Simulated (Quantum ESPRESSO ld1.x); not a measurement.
The numbers below are computed, except where a source is named.
The mean radii <r> (bohr) of the occupied orbitals of an atom or ion are listed with their occupations. Level of theory: Dirac Kohn-Sham, LDA (Slater exchange, VWN5 correlation), spin-unpolarised, spherical densities, point nucleus (ld1.x of Quantum ESPRESSO 7.5).

| orbital | occ. | <r> |
|---|---|---|
| 1s1/2 | 2 | 0.04868 |
| 2s1/2 | 2 | 0.2173 |
| 2p1/2 | 2 | 0.1879 |
| 2p3/2 | 4 | 0.1914 |
| 3s1/2 | 2 | 0.5878 |
| 3p1/2 | 2 | 0.5819 |
| 3p3/2 | 4 | 0.5885 |
| 3d3/2 | 1 | 0.5521 |

Name the element and its charge. Open shells, if any, fill j = l - 1/2 first.

Answer. Z = 31, gallium, charge +12: Ga12+ in [Ar] 3d1. The 1s radius gives Z: for a bare nucleus <r> = (2 gamma + 1)/(2Z) with gamma = sqrt(1 - (Z/c)^2), 0.04755 bohr for Z = 31, and screening makes it slightly larger (0.04868 here). The occupations add up to 19, and the charge is Z minus that.
